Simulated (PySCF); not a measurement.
Ag(I) cation (AgI), SMILES [Ag][I] (connectivity only; charge and spin as stated), charge +1, multiplicity 2.

The structure is a stationary point at B3LYP-D3(BJ)/def2-TZVP. The multiplicity is an assumed one; other spin states were not compared. The def2 effective core potentials stand for the cores of Ag, I; spin–orbit coupling is left out.

Two levels are set side by side: PBE/def2-TZVPD (PySCF) and r2SCAN/def2-TZVPD (PySCF). Same geometry, gas phase. Differences are taken from unrounded values.

```
quantity                  PBE
-----------------------  ----
α-spin orbital gap (eV)  3.22
β-spin orbital gap (eV)  0.11
```

Problem. These are the PBE values. What does r2SCAN give? (An estimate is asked for; the answer gives what the named calculation found.)

Solution. 
| quantity | r2SCAN | PBE minus r2SCAN |
|---|---|---|
| α-spin orbital gap (eV) | 3.83 | -0.60 |
| β-spin orbital gap (eV) | 0.69 | -0.57 |

Rough cost on one machine, each run with all the roots and properties that it gave: r2SCAN against PBE about 6 times.
